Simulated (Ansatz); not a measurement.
`C[O][Mg][F]` + HBr → `[F][Mg][Br]` + CH₃OH at 500 K and 1 bar (ligand exchange at a Mg–O bond).

Calculated with Ansatz (gas phase, PBE0-D4/def2-TZVP geometries, no zero-point term in ΔE). CBS: MP2 limit from def2 TZ/QZ plus the TZ coupled-cluster correction, frozen cores. This one scheme is used for every species. For Br, Mg outer-core shells are correlated without core-valence functions, which leaves a few kJ/mol of doubt a bond. Scalar relativity is left out up to krypton. One conformer a species, not always the lowest.

```json
{"species": "`C[O][Mg][F]`", "CCSD(T)/CBS energy (Eh)": "-414.81589", "H − E (kJ/mol)": "149.0", "S (J/(mol·K))": "354.9"}
{"species": "HBr", "CCSD(T)/CBS energy (Eh)": "-2573.91920", "H − E (kJ/mol)": "30.5", "S (J/(mol·K))": "213.7"}
{"species": "`[F][Mg][Br]`", "CCSD(T)/CBS energy (Eh)": "-2873.15166", "H − E (kJ/mol)": "33.2", "S (J/(mol·K))": "306.4"}
{"species": "CH₃OH", "CCSD(T)/CBS energy (Eh)": "-115.61712", "H − E (kJ/mol)": "157.0", "S (J/(mol·K))": "265.4"}
```

H − E and S are ideal-gas, rigid-rotor, harmonic terms from PBE0-D4/def2-TZVP, for one conformer and one mirror image of each species. 1 Eh = 2625.50 kJ/mol, R = 8.31446 J/(mol·K).

Question: By hand: ΔE, ΔH, ΔS and ΔG.

Answer: ΔE = (-2873.15166) + (-115.61712) − (-414.81589) − (-2573.91920) = -0.03369 Eh = -88.5 kJ/mol. Δ(H − E) = 33.2 + 157.0 − 149.0 − 30.5 = 10.7, so ΔH = -77.8 kJ/mol. ΔS = 306.4 + 265.4 − 354.9 − 213.7 = 3.2 J/(mol·K). ΔG = -77.8 − 500 × (3.2)/1000 = -79.4 kJ/mol.

Question: By hand: the equilibrium constant, and the temperature at which ΔG would vanish if ΔH and ΔS stayed fixed.

Answer: log₁₀ K = −ΔG/(RT ln 10) = 8.3. ΔH and −TΔS have one sign here, so there is no such temperature.

The number of gas molecules stays the same, so ΔS is small and ΔH decides. A doubt of 5 kJ/mol in ΔE shifts log₁₀ K by 0.5 here. Other conformers and mirror images would add mixing entropy, several J/(mol·K) or more a flexible species. These are equilibria of isolated gas molecules and say nothing of rates. Largest T1 diagnostic: 0.012 (customary marks: 0.02 for closed shells, 0.045 for open ones).

ΔS is within the doubt of such terms, so its sign, and with it that verdict, could turn.
